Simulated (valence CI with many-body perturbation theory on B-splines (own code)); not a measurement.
## A CI+MBPT run for Ba VIII

Calculated by valence CI with perturbative core correlation (CI+MBPT): three valence electrons over a frozen Dirac-Fock core [Kr] 4d10, a basis of 5 s, 5 p, 5 d, 5 f, 2 g functions for each j, with the one-electron correlation potential Σ1 (screened to all orders), the two-electron term Σ2, the three-electron term Σ3, Breit, model QED; selected single and double excitations, second order for the rest, scaled by the run's own slope (own B-spline code, finite nucleus).

Command, and the settings that its task file holds:

```sh
python run_cv.py task.json out
```

```
atom Ba  Z=56  mass_number=138  rms_radius_fm=4.8378
core [Kr] 4d10
valence 5s2 5p1
avg = 1
basis = S
breit = 1
cap = 10000
capref = 1200
cscale = 1
de = 0.0
dress = 0
eps = 2e-08
extrap = 1
h = 0.27
hh = 1
l2 = 3
lcore = 6
maxit = 60
n2 = 5
natural = 1
nlev = 20
nno = [2, 2, 3, 3, 2]
nroot = 26
nsp = [3, 3, 2, 2, 0]
pt2 = 1
qed = 1
rpa = 1
s1 = 1
s2 = 1
s3 = 1
screen = 1
tol = 0.03
whole = 1
```

It took 63 s on 1 thread of Intel(R) Xeon(R) Platinum 8124M CPU @ 3.00GHz (Skylake/Cascade Lake), with other jobs on the host.

Log. The first blocks belong to the next ion, which gives the ionisation energy. Fields: 2J, parity (1 odd), roots, reference size, generating configurations, candidates as configurations/state functions, variational space P, stored matrix elements, Davidson steps; e2 is the range of second-order energies in hartree. The first line gives the box (bohr), its intervals, the orbitals and the steps of their self-consistent field. Window is the range of levels sought, series limit the energy at which the first omitted orbital would enter, core excitation an estimate of the first excitation out of the core, left out the lowest levels not solved, and shifts from estimates the range by which levels moved from their first estimate, all in cm⁻¹.

```
rmax 13.1 intervals 63 orbitals 39 references ['5s2 5p', '5s 5p2', '4f 5s2', '5s2 5d', '4f 5s 5p'] scf 6 t 2.0
2J=0 par=0 roots 2 ref 17 generators 7 cand 94/94 P 111/111 nnz 0 it 0
   second order: generators 21 cand 0/0 e2 -0.00000 -0.00000
reference levels 475, estimated 57, window 258232 1/cm; series limit 532490, core excitation 697521
2J=1 par=1 roots 2 ref 28 generators 10 cand 121/189 P 1092/1619 nnz 0 it 1
2J=1 par=1 roots 2 ref 28 generators 26 cand 443/689 P 1535/2308 nnz 0 it 1
   second order: generators 55 cand 2415/3713 e2 -0.00001 -0.00000
2J=3 par=1 roots 2 ref 47 generators 11 cand 39/84 P 1180/2429 nnz 0 it 1
2J=3 par=1 roots 2 ref 47 generators 29 cand 295/720 P 1475/3149 nnz 1.5e+06 it 1
   second order: generators 50 cand 3097/7090 e2 -0.00002 -0.00001
2J=1 par=0 roots 4 ref 35 generators 10 cand 199/310 P 1219/1785 nnz 0 it 1
2J=1 par=0 roots 4 ref 35 generators 32 cand 466/733 P 1685/2518 nnz 8.3e+05 it 1
   second order: generators 75 cand 2352/3654 e2 -0.00001 -0.00000
2J=3 par=0 roots 6 ref 55 generators 15 cand 330/811 P 1534/3340 nnz 1.6e+06 it 1
2J=3 par=0 roots 6 ref 55 generators 44 cand 358/861 P 1892/4201 nnz 2.4e+06 it 2
   second order: generators 90 cand 2862/6616 e2 -0.00002 -0.00000
2J=5 par=0 roots 7 ref 61 generators 14 cand 376/1018 P 1461/3570 nnz 1.9e+06 it 1
2J=5 par=0 roots 7 ref 61 generators 47 cand 431/1293 P 1892/4863 nnz 3.3e+06 it 2
   second order: generators 80 cand 3106/8383 e2 -0.00002 -0.00000
2J=5 par=1 roots 2 ref 49 generators 10 cand 269/748 P 1355/3285 nnz 1.6e+06 it 1
2J=5 par=1 roots 2 ref 49 generators 32 cand 298/829 P 1653/4114 nnz 2.4e+06 it 2
   second order: generators 54 cand 2977/8077 e2 -0.00002 -0.00002
2J=7 par=1 roots 2 ref 41 generators 8 cand 290/871 P 1238/3156 nnz 1.5e+06 it 1
2J=7 par=1 roots 2 ref 41 generators 26 cand 370/1001 P 1608/4157 nnz 2.5e+06 it 2
   second order: generators 53 cand 2847/7958 e2 -0.00002 -0.00001
2J=7 par=0 roots 5 ref 50 generators 5 cand 238/656 P 1241/3197 nnz 1.7e+06 it 1
2J=7 par=0 roots 5 ref 50 generators 27 cand 237/724 P 1478/3921 nnz 2.4e+06 it 1
   second order: generators 49 cand 2683/8024 e2 -0.00001 -0.00000
2J=9 par=0 roots 3 ref 35 generators 5 cand 126/312 P 1061/2488 nnz 0 it 1
2J=9 par=0 roots 3 ref 35 generators 23 cand 204/589 P 1265/3077 nnz 1.5e+06 it 1
   second order: generators 45 cand 2726/7636 e2 -0.00001 -0.00001
2J=11 par=0 roots 1 ref 17 generators 1 cand 237/581 P 693/1500 nnz 0 it 1
2J=11 par=0 roots 1 ref 17 generators 4 cand 157/401 P 850/1901 nnz 0 it 1
   second order: generators 11 cand 1569/4255 e2 -0.00000 -0.00000
left out: unestimated 369723, estimated 281904, shifts from estimates -7 to 20
operators 6.0
```

The Davidson iterations converged. The settings are bad on purpose, so the numbers may not be properties of the ion.

Set against measurement, 20 paired levels are off by 457 cm⁻¹ on average, the worst by 1332. These come from a selection out of Sansonetti and Curry, J. Phys. Chem. Ref. Data 39, 043103 (2010). Levels without a partner in it may be off by more, other configurations by several thousand cm⁻¹. 1 measured level below the end of the list, from 249919 cm⁻¹ on, found no clear computed partner.

| Property | Result |
| --- | --- |
| Valence energy | -13.92044 hartree |
| Ionisation energy | 101.28 eV (NIST: 101 ± 2.1 eV (theoretical)) |
| Reference configurations for the orbitals | 5s2 5p, 5s 5p2, 4f 5s2, 5s2 5d, 4f 5s 5p |
| Radial orbitals | 39 |
| Box radius | 13.13 bohr |
| Largest variational space | 4863 |
| Lowest levels | 5s2.5p 2P°_1/2 0.0, 5s2.5p 2P°_3/2 23595, 5s.5p2 4P_1/2 115570, 5s.5p2 4P_3/2 128180, 5s.5p2 4P_5/2 137410, 4f.5s2 2F°_5/2 138110, 4f.5s2 2F°_7/2 139410, 5s.5p2 2D_3/2 157710, 5s.5p2 2D_5/2 165650, 5s.5p2 2P_1/2 175080, 5s.5p2 2S_1/2 199370, 5s.5p2 2P_3/2 200820, 5s2.5d 2D_3/2 230990, 5s2.5d 2D_5/2 234650 cm⁻¹ |

Names give the largest LS component (configuration and term), which can be under half, so a name can repeat, a term be missing and a line seem to break the LS rules; names also repeat where a configuration has a term twice.
